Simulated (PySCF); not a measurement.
F$_{3}$Zr (SMILES [F][Zr+]([F])[F]), charge +1, singlet, at a GFN2-xTB geometry (such geometries of metal compounds can be far from the true shape) (the multiplicity is a formal guess) (core potentials on Zr). Base run: M062X/def2-SVP in PySCF.

Here is a job for PySCF.
```python
from pyscf import gto, scf, dft, solvent

mol = gto.M(
    atom='''
Zr    0.021033    0.264685    0.080964
F     1.661865   -0.485110   -0.255791
F    -0.788985   -0.782193    1.352122
F    -0.966362    0.090924   -1.456171
''',
    basis='def2-svp',
    ecp={'Zr': 'def2-svp'},
    charge=1,
    spin=0,
    verbose=4,
)

mf = dft.RKS(mol)
mf.xc = 'm062x'
mf.kernel()
mf.analyze()
```

Variants of this job, named by their change:

```tsv
change	ΔE vs base (kJ/mol)	HOMO-LUMO gap (eV)
base	0.00	11.22
model = IEF-PCM; solvent = acetonitrile	-365.8	12.20
model = C-PCM; solvent = methanol	…	12.21
model = IEF-PCM; solvent = methanol; r_probe = 0.5	-267.4	11.82
model = IEF-PCM; solvent = methanol	-364.6	12.20
model = ddCOSMO; solvent = methanol	-666.9	13.14
model = IEF-PCM; solvent = methanol; vdw_scale = 1.0	…	…
model = IEF-PCM; solvent = water	-372.5	12.23
model = COSMO; solvent = methanol	…	12.20
model = IEF-PCM; solvent = methanol; vdw_scale = 1.4	-283.7	11.87
model = IEF-PCM; solvent = dichloromethane	-329.5	12.08
model = SS(V)PE; solvent = methanol	-356.4	12.21
```

Fill in the missing entries.


- model = C-PCM; solvent = methanol, ΔE vs base (kJ/mol): -366.2
- model = IEF-PCM; solvent = methanol; vdw_scale = 1.0, ΔE vs base (kJ/mol): -524.1
- model = IEF-PCM; solvent = methanol; vdw_scale = 1.0, HOMO-LUMO gap (eV): 12.72
- model = COSMO; solvent = methanol, ΔE vs base (kJ/mol): -360.5

The base is the gas phase, so ΔE is the electrostatic part of solvation at a fixed geometry, without cavity and dispersion terms.
